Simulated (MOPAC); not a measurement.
MOPAC input (PM3):

```
PM3 FORCE THERMO(298,298) PRECISE LET GEO-OK AUX(PRECISION=9) THREADS=1
GeO2

Ge   -0.00000000 1   -0.00000000 1   -0.00000000 1
O     0.00000000 1    0.00000000 1    1.61808978 1
O    -0.00000000 1    0.00000000 1   -1.61808978 1
```

Output:

```
 *******************************************************************************
 **                                                                           **
 **                              MOPAC v23.2.5                                **
 **                                                                           **
 *******************************************************************************
 ** MOPAC's Digital Object Identifier: https://doi.org/10.5281/zenodo.6511958 **
 **                                                                           **
 ** Please cite the open-source release paper for use of this MOPAC version:  **
 ** J. E. Moussa and J. J. P. Stewart (2026)                                  **
 ** MOPAC: An open-source semiempirical molecular orbital program             **
 ** J. Open Source Softw., 11(119), 8025, https://doi.org/10.21105/joss.08025 **
 *******************************************************************************

                              PM3 CALCULATION RESULTS

 *******************************************************************************
 *  PM3        - The PM3 Hamiltonian to be used
 *  GEO-OK     - OVERRIDE INTERATOMIC DISTANCE AND OTHER SAFETY CHECKS
 *  LET        - OVERRIDE SOME SAFETY CHECKS
 *  PRECISE    - TIGHTER CRITERIA TO BE USED
 *  FORCE      - FORCE CALCULATION SPECIFIED
 *  AUX        - OUTPUT AUXILIARY INFORMATION
 *  THERMO     - THERMODYNAMIC QUANTITIES TO BE CALCULATED
 *******************************************************************************
PM3 FORCE THERMO(298,298) PRECISE LET GEO-OK AUX(PRECISION=9) THREADS=1
 GeO2

   ATOM   CHEMICAL          X               Y               Z
  NUMBER   SYMBOL      (ANGSTROMS)     (ANGSTROMS)     (ANGSTROMS)

     1      Ge         -0.00000000  *  -0.00000000  *  -0.00000000  *
     2       O          0.00000000  *   0.00000000  *   1.61808978  *
     3       O         -0.00000000  *   0.00000000  *  -1.61808978  *

          CARTESIAN COORDINATES

    NO.       ATOM           X           Y           Z

     1        Ge         -0.0000     -0.0000     -0.0000
     2         O          0.0000      0.0000      1.6181
     3         O         -0.0000      0.0000     -1.6181

  O: (PM3): J. J. P. STEWART, J. COMP. CHEM. 10, 209 (1989).
 Ge: (PM3): J. J. P. STEWART, J. COMP. CHEM. 12, 320-341 (1991).

           Empirical Formula: O2 Ge  =     3 atoms

      MOLECULAR POINT GROUP   :   D*h

      RHF CALCULATION, NO. OF DOUBLY OCCUPIED LEVELS = 8

          HEAT OF FORMATION =     -28.143821 KCALS/MOLE

          CARTESIAN COORDINATE DERIVATIVES

   NUMBER  ATOM         X            Y            Z

     1      Ge      0.000000     0.000000     0.000000
     2       O     -0.018167     0.000000     0.000000
     3       O      0.018167     0.000000     0.000000

 DIPOLE           X         Y         Z       TOTAL
 POINT-CHG.    -0.000    -0.000     0.000     0.000
 HYBRID         0.000    -0.000    -0.000     0.000
 SUM           -0.000    -0.000     0.000     0.000

          GRADIENT NORM =   0.02569

          MOLECULAR WEIGHT =  104.59

          ROTATIONAL CONSTANTS IN CM(-1)

          A =    0.00000000   B =    0.20121371   C =    0.20121371

           PRINCIPAL MOMENTS OF INERTIA IN UNITS OF 10**(-40)*GRAM-CM**2

          A =        0.0000   B =      139.1195   C =      139.1195

          ORIENTATION OF MOLECULE IN FORCE CALCULATION

    NO.       ATOM         X         Y         Z

     1         Ge       0.0000   -0.0000    0.0000
     2          O       1.6181   -0.0000    0.0000
     3          O      -1.6181    0.0000   -0.0000

    FIRST DERIVATIVES WILL BE USED IN THE CALCULATION OF SECOND DERIVATIVES

    FOR POINT-GROUP D*h  THERE ARE 120 UNIQUE SYMMETRY FUNCTIONS.


(To convert to Hartree/Bohr^2, multiply by (10^(-21) x N x a0^2)/(4.184 x 627.51) =  0.0642)

           FORCE MATRIX IN MILLIDYNES/ANGSTROM

                 Ge  1       O  2       O  3
 ------------------------------------------
    Ge    1  13.065778
     O    2   6.533194   6.835702
     O    3   6.532947   0.324370   6.835702

          HEAT OF FORMATION =     -28.143821 KCALS/MOLE

          ZERO POINT ENERGY       3.114 KCAL/MOL

           NORMAL COORDINATE ANALYSIS (Total motion = 1 Angstrom)

   Root No.       1         2         3         4

                 1 Piu     1 Piu     1 Sig     1 Siu

                 154.6     154.6     870.3     999.0

           1    0.0000    0.0000   -0.0000   -0.1806
           2   -0.1806    0.0040    0.0000   -0.0000
           3   -0.0040   -0.1806   -0.0000   -0.0000
           4   -0.0000   -0.0000    0.5000    0.4097
           5    0.4096   -0.0090   -0.0000    0.0000
           6    0.0090    0.4096    0.0000    0.0000
           7   -0.0000   -0.0000   -0.5000    0.4097
           8    0.4096   -0.0090   -0.0000    0.0000
           9    0.0090    0.4096   -0.0000    0.0000

           MASS-WEIGHTED COORDINATE ANALYSIS (NORMAL COORDINATES)

   Root No.       1         2         3         4

                 1 Piu     1 Piu     1 Sig     1 Siu

                 154.6     154.6     870.3     999.0

           1    0.0000    0.0000   -0.0000   -0.5531
           2   -0.5530    0.0121    0.0000   -0.0000
           3   -0.0121   -0.5530   -0.0000   -0.0000
           4   -0.0000   -0.0000    0.7071    0.5891
           5    0.5889   -0.0129   -0.0000    0.0000
           6    0.0129    0.5889    0.0000    0.0000
           7   -0.0000   -0.0000   -0.7071    0.5891
           8    0.5889   -0.0129   -0.0000    0.0000
           9    0.0129    0.5889   -0.0000    0.0000

          DESCRIPTION OF VIBRATIONS

 VIBRATION          2    1Piu        ATOM PAIR     ENERGY CONTRIBUTION    RADIAL
 FREQUENCY           154.60         Ge1 -- O 2         +50.0% ( 65.3%)      0.0%
 TRANSITION DIPOLE   2.0133         Ge1 -- O 3         +50.0% ( 65.3%)      0.0%
 TRAVEL (Ang.)       0.2024
 REDUCED MASS       10.6483
 EFFECTIVE MASS     28.9748
 FORCE CONSTANT      0.1499

 VIBRATION          3    1Sig        ATOM PAIR     ENERGY CONTRIBUTION    RADIAL
 FREQUENCY           870.26         Ge1 -- O 2         +50.0% ( 69.2%)    100.0%
 TRANSITION DIPOLE   0.0000         Ge1 -- O 3         +50.0% ( 69.2%)    100.0%
 TRAVEL (Ang.)       0.0984
 REDUCED MASS        7.9997
 EFFECTIVE MASS     15.9994
 FORCE CONSTANT      3.5697

 VIBRATION          4    1Siu        ATOM PAIR     ENERGY CONTRIBUTION    RADIAL
 FREQUENCY           998.99         Ge1 -- O 3         +50.0% ( 74.7%)    100.0%
 TRANSITION DIPOLE   4.3736         Ge1 -- O 2         +50.0% ( 74.7%)    100.0%
 TRAVEL (Ang.)       0.0796
 REDUCED MASS       10.6483
 EFFECTIVE MASS     28.9748
 FORCE CONSTANT      6.2611

      SYMMETRY NUMBER FOR POINT-GROUP D*h =  2

          SYSTEM IS A GROUND STATE

 GeO2

          MOLECULE IS LINEAR

          THERE ARE  4 GENUINE VIBRATIONS IN THIS SYSTEM
          THIS THERMODYNAMICS CALCULATION IS LIMITED TO
          MOLECULES WHICH HAVE NO INTERNAL ROTATIONS

                    CALCULATED THERMODYNAMIC PROPERTIES
                                          *
   TEMP. (K)   PARTITION FUNCTION   H.O.F.    ENTHALPY  HEAT CAPACITY ENTROPY
                                   KCAL/MOL   CAL/MOLE    CAL/K/MOL  CAL/K/MOL

 298.00  VIB.     0.3700D+01                   857.8120     4.7140     5.4785
         ROT.     0.5147D+03                   592.1869     1.9872    14.3944
         INT.     0.1904D+04                  1449.9988     6.7012    19.8729
         TRA.     0.1034D+28                  1480.4672     4.9680    39.8495
         TOT.                      -28.144    2930.4660    11.6692    59.7224

   *: NOTE: HEATS OF FORMATION ARE RELATIVE TO THE
            ELEMENTS IN THEIR STANDARD STATE AT 298K
              (=  Standard Enthalpy of Formation).

            Hvib:  Zero-point energy is not included.
                   frequencies of less than zero cm-1 are not included.
            Hrot = (3/2)RT
            Htra = (3/2)RT + pV = (5/2)RT

            Heat capacity is Cp, not Cv

          For more information, see: HTTP://OpenMOPAC.net/Manual/thermochemistry.html

           FORCE CONSTANT IN CARTESIAN COORDINATES (Millidynes/A)

    ATOM   CHEMICAL       X               Y               Z
   NUMBER   SYMBOL  FORCE CONSTANT  FORCE CONSTANT  FORCE CONSTANT

      1      Ge       13.058654        0.312729        0.312729
      2       O        6.834322        0.078282        0.078282
      3       O        6.834322        0.078282        0.078282

 **********************
 *                    *
 * JOB ENDED NORMALLY *
 *                    *
 **********************

 == MOPAC DONE ==
```
